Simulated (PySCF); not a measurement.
C₅H₇N (SMILES C#C/C=C\CN), singlet, geometry from GFN2-xTB; DF-R2SCAN/def2-TZVPP in PySCF.

The PySCF input:
```python
from pyscf import gto, scf, dft

mol = gto.Mole()
mol.atom = '''
    C     1.282001    0.987926   -2.159126
    C     1.272855    0.376013   -1.125243
    C     1.297052   -0.335332    0.092819
    C     0.209469   -0.690543    0.774235
    C    -1.195180   -0.389736    0.358071
    N    -1.959093    0.062139    1.515662
    H     1.285698    1.520058   -3.063132
    H     2.285208   -0.591787    0.454233
    H     0.300671   -1.226905    1.707364
    H    -1.187940    0.326058   -0.480670
    H    -1.665270   -1.316427    0.005441
    H    -1.576370    0.935115    1.864507
    H    -2.925530    0.228945    1.258085
'''
mol.basis = 'def2-tzvpp'
mol.charge = 0
mol.spin = 0
mol.verbose = 4
mol.max_memory = 1800
mol.build()

mf = dft.RKS(mol)
mf.xc = 'r2scan'
mf = mf.density_fit(auxbasis='def2-universal-jkfit')
mf.kernel()
```

It wrote (shortened):

```
PySCF version 2.14.0

[INPUT] verbose = 4
[INPUT] num. atoms = 13
[INPUT] num. electrons = 44
[INPUT] charge = 0
[INPUT] spin (= nelec alpha-beta = 2S) = 0
[INPUT] symmetry False subgroup None
[INPUT] Mole.unit = angstrom
[INPUT] Symbol           X                Y                Z      unit          X                Y                Z       unit  Magmom
[...]
nuclear repulsion = 200.074449602498
number of shells = 108
number of NR pGTOs = 388
number of NR cGTOs = 284
basis = def2-tzvpp
ecp = {}

******** <class 'pyscf.df.df_jk.DFRKS'> ********
method = DFRKS
initial guess = minao
damping factor = 0
level_shift factor = 0
DIIS = <class 'pyscf.scf.diis.CDIIS'>
diis_start_cycle = 1
diis_space = 8
diis_damp = 0
SCF conv_tol = 1e-09
SCF conv_tol_grad = None
SCF max_cycles = 50
direct_scf = False
XC library pyscf.dft.libxc version 7.1.2
    S. Lehtola, C. Steigemann, M. J. T. Oliveira, and M. A. L. Marques,  SoftwareX 7, 1–5 (2018)
XC functionals = r2scan
    J. W. Furness, A. D. Kaplan, J. Ning, J. P. Perdew, and J. Sun,  J. Phys. Chem. Lett. 11, 8208–8215 (2020)
    J. W. Furness, A. D. Kaplan, J. Ning, J. P. Perdew, and J. Sun,  J. Phys. Chem. Lett. 11, 9248–9248 (2020)
    J. W. Furness, A. D. Kaplan, J. Ning, J. P. Perdew, and J. Sun,  J. Phys. Chem. Lett. 11, 8208–8215 (2020)
    J. W. Furness, A. D. Kaplan, J. Ning, J. P. Perdew, and J. Sun,  J. Phys. Chem. Lett. 11, 9248–9248 (2020)
radial grids:
    Treutler-Ahlrichs [JCP 102, 346 (1995); DOI:10.1063/1.469408] (M4) radial grids

becke partition: Becke, JCP 88, 2547 (1988); DOI:10.1063/1.454033
pruning grids: <function nwchem_prune>
grids dens level: 3
symmetrized grids: False
atomic radii adjust function: <function treutler_atomic_radii_adjust>
small_rho_cutoff = 0
Set gradient conv threshold to 3.16228e-05
Initial guess from minao.
tot grids = 153152
init E= -249.857795505268
[...]
cycle= 1 E= -249.265681824686  delta_E= 0.592  |g|= 0.548  |ddm|= 3.21
[...]
cycle= 2 E= -249.227468555299  delta_E= 0.0382  |g|= 0.69  |ddm|= 1.39
[...]
cycle= 3 E= -249.339470169669  delta_E= -0.112  |g|= 0.112  |ddm|= 0.765
[...]
cycle= 4 E= -249.341288235152  delta_E= -0.00182  |g|= 0.0611  |ddm|= 0.131
[...]
cycle= 5 E= -249.342026127226  delta_E= -0.000738  |g|= 0.0321  |ddm|= 0.0557
[...]
cycle= 6 E= -249.342298041387  delta_E= -0.000272  |g|= 0.0047  |ddm|= 0.0233
[...]
cycle= 7 E= -249.342302935317  delta_E= -4.89e-06  |g|= 0.00177  |ddm|= 0.00814
[...]
cycle= 8 E= -249.342303598585  delta_E= -6.63e-07  |g|= 0.000893  |ddm|= 0.00218
[...]
cycle= 9 E= -249.342303806685  delta_E= -2.08e-07  |g|= 0.000203  |ddm|= 0.000975
[...]
cycle= 10 E= -249.342303817064  delta_E= -1.04e-08  |g|= 5.57e-05  |ddm|= 0.000273
[...]
cycle= 11 E= -249.34230381765  delta_E= -5.86e-10  |g|= 2.47e-05  |ddm|= 7.5e-05
[...]
Extra cycle  E= -249.342303817557  delta_E= 9.26e-11  |g|= 3.22e-05  |ddm|= 7.01e-05
converged SCF energy = -249.342303817557
```
